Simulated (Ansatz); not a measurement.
Input for Ansatz (development build ahead of 0.2.0):

```yaml
crystal:
  periodic: [false, false, false]
  atoms:
    - { symbol: Mo, position_ang: [0.0, 0.0, 0.0] }
    - { symbol: Se, position_ang: [0.0, 0.0, 2.38] }
basis:
  gaussian: { orbitals: def2-TZVPP }
magnetization:
  spin_polarized: true
  initial_magnetization: 4
hamiltonian:
  xc: hf
```

The input is written out in the form of the current development build from the run's settings. The basis set brings a core potential for Mo, so the total leaves out those core electrons.

The run gave:

| Property | Result |
| --- | --- |
| Converged | yes |
| Total energy | -2467.43263 hartree |
| Spin squared of the determinant | 6.922 |
| Stability test | minimum |

Caution: another spin multiplicity may lie lower; the unrestricted determinant is a mixture of spin states.
